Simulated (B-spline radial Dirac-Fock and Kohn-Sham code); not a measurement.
How the settings move the core levels of O³⁺

ΔSCF core binding energies without Breit or QED terms, calculated with a radial finite-basis atomic code. Keys: rel is the Hamiltonian (dirac, or spin-free x2c and nr, where L3 and M5 stand for the whole 2p and 3d shells), method is hf or an exchange,correlation pair (spin-unpolarised, also for the hole states), nuc the nuclear model, radius_factor scales its radius, rmax is the box in bohr, h the logarithmic mesh step, order the B-spline order, points the quadrature points per cell, c_factor scales the speed of light, and damp, ndamp, maxit and tol steer the iteration. The run stops when the commutator error falls below 10·tol·max(1, Z/10), or the numerical noise floor, and the energy has settled to about 1e-8 Ha; the virial ratio is −V/T.

Base input:

```json
{"items": [{"Z": 8, "q": 3, "cfg": [[1, 0, 2], [2, 0, 2], [2, 1, 1]], "A": 16, "rrms": 2.6991, "do": "settings", "holes": ["K", "L3", "M5"],
  "settings": [{"rel": "dirac", "method": "hf", "nuc": "fermi", "radius_factor": 1.0, "rmax": 45.0, "h": 0.3, "order": 8, "points": 10, "c_factor": 1.0, "maxit": 60, "damp": 0.5, "ndamp": 3, "tol": 1e-08}]}]}
```

The ground state converged in 8 iterations, with total energy -71.15141 Ha, virial ratio 1.99841 and highest orbital energy -77.80 eV. ΔSCF binding energies: K (1s) 628.1 eV. Holes are computed only in closed shells, and unreliable hole states are left out.

Changes from the base run:

```
                                  changed setting  Δ total energy (Ha)  Δ K (eV)  iterations
rel = "nr"; radius_factor = 0.8; c_factor = 100.0             +0.05670     -0.47           8
 method = "rpbe,pbe"; order = 7; c_factor = 100.0             -0.06087     +9.08           7
                              radius_factor = 0.8             -0.00001      0.00           8
                                      rmax = 80.0              0.00000      0.00           8
                                       rel = "nr"                    ?         ?           ?
                                         h = 0.12              0.00000      0.00           8
                                    nuc = "gauss"              0.00000      0.00           8
```

**Question.** What does the change rel = "nr" do?

**Answer.** The total energy moves by +0.05670 Ha and the binding energies by K -0.47 eV; the run takes 8 iterations.
